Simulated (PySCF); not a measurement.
Stepwise substitution at one centre (B CH3-OH). All species are isolated molecules in the gas phase. One relaxed conformer stands for each flexible species; it need not be the lowest. Strings in code marks are SMILES.

The HOMO–LUMO gap from two functionals at the same geometries (PBE0-D3(BJ)/def2-TZVP), both in PySCF: PBE-D3(BJ)/def2-TZVP and B3LYP-D3(BJ)/def2-TZVP. B3LYP has the VWN-RPA correlation part, as in Gaussian. 

| species | B3LYP-D3(BJ)/def2-TZVP (eV) |
|---|---|
| 0 of 3 CH3 replaced by OH (`CB(C)C`) | 7.95 |
| 1 of 3 CH3 replaced by OH (`CB(C)O` (C–B–O–H torsion 178°)) | 8.55 |
| 2 of 3 CH3 replaced by OH | 9.18 |
| 3 of 3 CH3 replaced by OH | 8.62 |

### Question
What does PBE-D3(BJ)/def2-TZVP give for each?

### Answer

- 0 of 3 CH3 replaced by OH (`CB(C)C`): 5.95
- 1 of 3 CH3 replaced by OH (`CB(C)O` (C–B–O–H torsion 178°)): 6.64
- 2 of 3 CH3 replaced by OH: 7.33
- 3 of 3 CH3 replaced by OH: 6.70
Over these rows, drawn at random from the members with no instability flagged (it was tested for open shells, ions and some series alone), PBE minus B3LYP-D3(BJ): mean -1.92 eV, from -2.00 eV to -1.86 eV.
